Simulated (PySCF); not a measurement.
**C⁺: excitation energy**

C⁺ [He] 2s2 2p1 (2P) → C⁺ [He] 2s2 3s1 (2S), as a difference of total energies. All numbers are calculated (PySCF 2.14, scalar relativity by spin-free X2C-1e, in aug-cc-pVDZ-DK (4s3p2d, 23 functions)). Correlated levels: valence: 1s2 frozen. The calculations carry no spin-orbit coupling.

Task: Order these methods by the excitation energy they give, lowest first.
A. MP2 (valence)
B. wB97X-V
C. PBE
D. r2SCAN0

Result: A (115100 cm⁻¹), C (118560 cm⁻¹), B (118870 cm⁻¹), D (120770 cm⁻¹).

Errors of the correlated levels include the incompleteness of this basis and the frozen core.

For comparison: 116500 cm⁻¹ (measured; NIST levels, between the centres of gravity of the two terms).
